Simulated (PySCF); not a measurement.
Computed shifts of a molecule C3H9Al, PBE0/pcSseg-1 (PySCF), GIAO, gas phase, atoms alike by connectivity averaged where their shifts nearly agree, in ppm (number of nuclei): ¹³C: -4.2 (3). ¹H: 0.04 (9). References: ¹³C against TMS (σ = 186.3 ppm); ¹H against TMS (σ = 31.56 ppm), references at their B3LYP-D3(BJ)/def2-TZVP geometries, non-relativistic. Coordinates come from a B3LYP-D3(BJ)/def2-SVP optimisation. The values are those of a single conformer.

Q: Pick the molecule that these values belong to.
(A) C[CH2][AlH][CH3]
(B) [CH3][Al]([CH3])[CH3]
(C) CC[CH2][AlH2]

A: B, [CH3][Al]([CH3])[CH3]
